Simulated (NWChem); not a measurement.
# CH2NS, doublet; SMILES N[C]=S

```xyz
5

N      0.1480     1.5855     0.0000
C     -0.4264     0.4052     0.0000
S      0.0394    -1.1217     0.0000
H      1.1623     1.7022     0.0000
H     -0.4109     2.4310     0.0000
```
Atoms are numbered in this order, from 1.

Results from NWChem. Geometry optimised at PBE0/def2-SVP; all other runs use it. Pople sets run with spherical d functions. Spin-unrestricted. In the optimisation the excess spin sits in a' (Cs, its own frame). Excited states of an open shell can be spin-contaminated.

| quantity | level | value |
|---|---|---|
| dipole in solution (D) in acetonitrile | B3LYP/6-31G*, SMD | 5.43 |
| charge (e), ESP S3 | UHF/6-31G* | -0.29 |
| A(iso) 33S atom 3 (MHz) | PBE/pcJ-1 | [?] |
| highest occupied level (eV) | B3PW91/6-31G* | -5.22 |
| vertical, lowest state with f > 0.02 (eV) | LDA (Slater exchange, VWN5)/aug-cc-pVDZ, TDA | [?] |
| dipole (D) | PBE0/def2-SVP | 3.85 |
| highest harmonic frequency (cm⁻¹) | PBE0/def2-SVP | [?] |

**Question.** Some entries are withheld; supply them.

**Answer.** 
- A(iso) 33S atom 3 (MHz), value: 6.7
- vertical, lowest state with f > 0.02 (eV), value: 3.45
- highest harmonic frequency (cm⁻¹), value: 3666
